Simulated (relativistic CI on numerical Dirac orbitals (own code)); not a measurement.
**Forbidden lines of Ge7+**

Calculated at this level of theory: Dirac-Coulomb-Breit CI, orbitals from a KLI potential per configuration, model QED (radiative potential, 1s self-energy scaled to tabulated hydrogen-like ionisation energies), unscaled Slater integrals (own radial code, finite nucleus).

Configuration list (outside the closed core [Ne]): 3s2.3p6.3d7, 3s2.3p5.3d8, 3s2.3p6.3d6.4s, 3s2.3p6.3d6.4p, 3s2.3p4.3d9, 3s.3p6.3d8, 3s2.3p6.3d5.4s2, 3s2.3p6.3d6.4d, 3s2.3p6.3d5.4s.4p, 3s2.3p6.3d5.4p2, 3s2.3p6.3d6.5s, 3s2.3p6.3d6.4f, 3s2.3p6.3d5.4s.4d, 3s2.3p6.3d6.5p, 3p6.3d9, 3s2.3p6.3d6.5d, 3s2.3p6.3d5.4p.4d, 3s2.3p6.3d6.6s, 3s2.3p6.3d6.5f, 3s2.3p6.3d6.5g, 3s2.3p6.3d6.6p, 3s2.3p6.3d6.6d, 3s2.3p5.3d7.4s, 3s2.3p6.3d5.4d2, 3s2.3p5.3d6.4s2, 3s2.3p5.3d7.4p, 3s.3p5.3d9, 3s2.3p4.3d8.4s, 3s2.3p5.3d7.4d, 3s.3p6.3d6.4s2, 3s.3p6.3d7.4s. Levels of other configurations are missing.

```csv
λ vac (nm),Lower,Upper,Type,A (s⁻¹),E lower (eV),E upper (eV)
20.667,3s2.3p6.3d7 4F_9/2 [1],3s2.3p6.3d6.4s 6D_7/2 [21],E2,1.55e+03,0.0000,59.9904
20.751,3s2.3p6.3d7 4F_7/2 [2],3s2.3p6.3d6.4s 6D_5/2 [22],E2,1.24e+03,0.4265,60.1763
20.762,3s2.3p6.3d7 4F_9/2 [1],3s2.3p6.3d6.4s 6D_9/2 [20],E2,9.48e+02,0.0000,59.7183
20.911,3s2.3p6.3d7 4F_7/2 [2],3s2.3p6.3d6.4s 6D_9/2 [20],E2,2.01e+02,0.4265,59.7183
21.968,3s2.3p6.3d7 4P_5/2 [6],3s2.3p6.3d6.4s 6D_5/2 [22],E2,5.48e+02,3.7375,60.1763
22.027,3s2.3p6.3d7 4P_3/2 [5],3s2.3p6.3d6.4s 6D_7/2 [21],E2,1.66e+02,3.7043,59.9904
22.040,3s2.3p6.3d7 4P_5/2 [6],3s2.3p6.3d6.4s 6D_7/2 [21],E2,1.02e+03,3.7375,59.9904
22.070,3s2.3p6.3d7 4P_1/2 [7],3s2.3p6.3d6.4s 6D_5/2 [22],E2,2.78e+02,3.9993,60.1763
22.148,3s2.3p6.3d7 4P_5/2 [6],3s2.3p6.3d6.4s 6D_9/2 [20],E2,1.87e+02,3.7375,59.7183
94.075,3s2.3p6.3d7 4F_7/2 [2],3s2.3p6.3d7 2D_5/2 [19],M1,2.18e+00,0.4265,13.6058
98.048,3s2.3p6.3d7 4F_5/2 [3],3s2.3p6.3d7 2D_3/2 [18],M1,2.58e+00,0.7145,13.3598
125.22,3s2.3p6.3d7 4P_3/2 [5],3s2.3p6.3d7 2D_5/2 [19],E2,1.83e+00,3.7043,13.6058
125.22,3s2.3p6.3d7 4P_3/2 [5],3s2.3p6.3d7 2D_5/2 [19],M1,1.96e+00,3.7043,13.6058
125.64,3s2.3p6.3d7 4P_5/2 [6],3s2.3p6.3d7 2D_5/2 [19],M1,2.27e+01,3.7375,13.6058
128.41,3s2.3p6.3d7 4P_3/2 [5],3s2.3p6.3d7 2D_3/2 [18],M1,7.75e+00,3.7043,13.3598
128.85,3s2.3p6.3d7 4P_5/2 [6],3s2.3p6.3d7 2D_3/2 [18],M1,4.22e+00,3.7375,13.3598
130.00,3s2.3p6.3d7 2G_9/2 [8],3s2.3p6.3d7 2D_5/2 [19],E2,2.04e+01,4.0683,13.6058
136.76,3s2.3p6.3d7 4F_9/2 [1],3s2.3p6.3d7 2F_7/2 [17],M1,2.85e+00,0.0000,9.0655
139.39,3s2.3p6.3d7 2G_7/2 [9],3s2.3p6.3d7 2D_3/2 [18],E2,1.91e+01,4.4652,13.3598
139.51,3s2.3p6.3d7 2P_3/2 [10],3s2.3p6.3d7 2D_5/2 [19],E2,3.51e+00,4.7188,13.6058
139.51,3s2.3p6.3d7 2P_3/2 [10],3s2.3p6.3d7 2D_5/2 [19],M1,5.20e+00,4.7188,13.6058
148.47,3s2.3p6.3d7 4F_5/2 [3],3s2.3p6.3d7 2F_7/2 [17],M1,1.21e+00,0.7145,9.0655
153.77,3s2.3p6.3d7 2D_5/2 [12],3s2.3p6.3d7 2D_3/2 [18],M1,1.27e+01,5.2970,13.3598
155.03,3s2.3p6.3d7 4F_3/2 [4],3s2.3p6.3d7 2F_5/2 [16],M1,3.24e+00,0.9033,8.9006
162.65,3s2.3p6.3d7 2D_3/2 [14],3s2.3p6.3d7 2D_5/2 [19],M1,4.56e+00,5.9831,13.6058
235.33,3s2.3p6.3d7 4F_5/2 [3],3s2.3p6.3d7 2D_3/2 [14],M1,1.68e+01,0.7145,5.9831
244.07,3s2.3p6.3d7 4F_3/2 [4],3s2.3p6.3d7 2D_3/2 [14],M1,7.78e+00,0.9033,5.9831
248.10,3s2.3p6.3d7 2G_9/2 [8],3s2.3p6.3d7 2F_7/2 [17],M1,3.04e+00,4.0683,9.0655
254.56,3s2.3p6.3d7 4F_7/2 [2],3s2.3p6.3d7 2D_5/2 [12],M1,2.16e+01,0.4265,5.2970
263.50,3s2.3p6.3d7 2F_5/2 [16],3s2.3p6.3d7 2D_5/2 [19],M1,1.05e+01,8.9006,13.6058
269.51,3s2.3p6.3d7 2G_7/2 [9],3s2.3p6.3d7 2F_7/2 [17],M1,4.09e+00,4.4652,9.0655
270.56,3s2.3p6.3d7 4F_5/2 [3],3s2.3p6.3d7 2D_5/2 [12],M1,2.01e+00,0.7145,5.2970
273.08,3s2.3p6.3d7 2F_7/2 [17],3s2.3p6.3d7 2D_5/2 [19],M1,5.22e+00,9.0655,13.6058
278.04,3s2.3p6.3d7 2F_5/2 [16],3s2.3p6.3d7 2D_3/2 [18],M1,5.03e+00,8.9006,13.3598
304.76,3s2.3p6.3d7 4F_9/2 [1],3s2.3p6.3d7 2G_9/2 [8],M1,1.10e+01,0.0000,4.0683
306.99,3s2.3p6.3d7 4F_7/2 [2],3s2.3p6.3d7 2G_7/2 [9],M1,4.06e+00,0.4265,4.4652
309.62,3s2.3p6.3d7 4F_5/2 [3],3s2.3p6.3d7 2P_3/2 [10],M1,3.90e+00,0.7145,4.7188
324.95,3s2.3p6.3d7 4F_3/2 [4],3s2.3p6.3d7 2P_3/2 [10],M1,2.90e+00,0.9033,4.7188
330.56,3s2.3p6.3d7 4F_5/2 [3],3s2.3p6.3d7 2G_7/2 [9],M1,2.71e+00,0.7145,4.4652
340.45,3s2.3p6.3d7 4F_7/2 [2],3s2.3p6.3d7 2G_9/2 [8],M1,2.94e+00,0.4265,4.0683
624.15,3s2.3p6.3d7 2G_9/2 [8],3s2.3p6.3d7 2H_9/2 [15],M1,4.76e+00,4.0683,6.0547
773.36,3s2.3p6.3d7 2G_9/2 [8],3s2.3p6.3d7 2H_11/2 [13],M1,1.17e+00,4.0683,5.6714
980.68,3s2.3p6.3d7 2P_3/2 [10],3s2.3p6.3d7 2D_3/2 [14],M1,5.98e+00,4.7188,5.9831
1263.5,3s2.3p6.3d7 4P_5/2 [6],3s2.3p6.3d7 2P_3/2 [10],M1,3.29e+00,3.7375,4.7188
2907.3,3s2.3p6.3d7 4F_9/2 [1],3s2.3p6.3d7 4F_7/2 [2],M1,1.36e+00,0.0000,0.4265
```

Terms are leading LS components. Brackets give the number of a level in order of energy, since labels repeat. The list gives strong lines, with weight on those to low levels, among the lowest 400 of 9914 levels, so that lines to higher ones, which can be the strongest, are missing. Levels whose partners in the same complex of configurations lie outside the list can be far off, and so can their lines. Rates are taken at the computed energies, electric ones in the length gauge.

At this charge configurations can still be misplaced by up to about 7 % of their energy. Terms inside the open d or f shell come out 10 to 20 % too wide with unscaled integrals.

LS names give the leading component of a level, which can be under half, so a name can repeat, a term be missing and a line seem to break the LS rules.
